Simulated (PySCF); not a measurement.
Calculation: TPSSh-D3(BJ)/def2-TZVP // PBE0-D3(BJ)/def2-TZVP (PySCF). All species are isolated molecules in the gas phase. Excitations are Tamm–Dancoff values on a coarser integration grid. The basis has no diffuse functions, so Rydberg states are missing or too high.

Reference species (SMILES): `C=C=C=N` (neutral, multiplicity 1).

| Quantity | Value |
|---|---|
| T1 excitation (TDA) | 2.35 eV |
| HOMO–LUMO gap | 3.52 eV |
| S1–T1 gap (TDA) | 0.49 eV |

Changed species: `N=c1cc1`.

Question: Predict the effect on the T1 excitation (TDA), HOMO–LUMO gap and S1–T1 gap (TDA).

Answer: the T1 excitation (TDA) goes up by 1.58 eV, to 3.93 eV; the HOMO–LUMO gap goes up by 1.40 eV, to 4.92 eV; the S1–T1 gap (TDA) decreases by 0.06 eV, to 0.43 eV.
